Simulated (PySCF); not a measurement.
## Electron correlation in Sb (antimony, neutral)

[Kr] 4d10 5s2 5p3, high-spin 4S determinant. Computed with PySCF 2.14 in aug-cc-pVDZ-PP with ECP28MDF (5s4p3d, 32 functions), with a scalar-relativistic core potential. Frozen: 4s2 4p6 4d10; 5 electrons correlated.

MP2 pair energies summed by pair of shells (mhartree):

```
 pair  energy  share (%)
5s-5p  -30.62       64.0
5p-5p  -11.10       23.2
5s-5s   -6.13       12.8
```

Total MP2 correlation energy: -47.85 mhartree.

Same-spin part -13.38 and opposite-spin part -34.47 mhartree; SCS-MP2 scales them by 1/3 and 6/5 to -45.82 mhartree.

| level | correlation energy (mhartree) |
| --- | --- |
| CCSD | -60.99 |
| (T) | -0.93 |
| CCSD(T) | -61.92 |

Diagnostics: T1 = 0.0036, D1 = 0.0079, largest double amplitude 0.040.

Q: Is a single reference adequate?

A: Yes, within this model without spin-orbit coupling: T1 lies below 0.03 and no double amplitude reaches 0.07.
